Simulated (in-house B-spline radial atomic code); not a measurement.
## The nickel ion Ni⁵⁺: [Ne] 3s2 (3p1/2)1 (3p3/2)4 (3d3/2)1 (3d5/2)4 7s1 (an excited or competing configuration)

Computed with a B-spline radial code for spherical atoms: Dirac-Hartree-Fock, average of the jj configuration, Fermi nucleus of rms radius 3.7757 fm.

Effective charges: Z_r = [3n² - l(l+1)]/(2<r>) from the radius, Z_e = n√(-2ε) from the energy, and Slater's rules. Values are occupation-weighted means over j.

```tsv
shell	electrons	ε (eV)	<r> (bohr)	Z_r	Z_e	Slater
1s	2	-8529.4	0.05406	27.75	25.04	27.70
2s	2	-1172.8	0.2432	24.67	18.57	23.85
2p	6	-1022	0.2147	23.29	17.33	23.85
3s	2	-243.83	0.7102	19.01	12.70	17.10
3p	5	-198.26	0.7313	17.09	11.45	17.10
3d	5	-127.92	0.756	13.89	9.20	9.60
7s	1	-15.084	8.144	9.02	7.37	6.00
```

The least bound orbital is 7s1/2 at -15.08 eV, and it is also the most diffuse (<r> = 8.144 bohr).

For the 1s electron the small component carries 1.02 % of the norm, the zero-frequency Breit interaction raises the level by 10.55 eV, self-energy by 5.315 eV, and vacuum polarisation lowers it by 0.4728 eV.
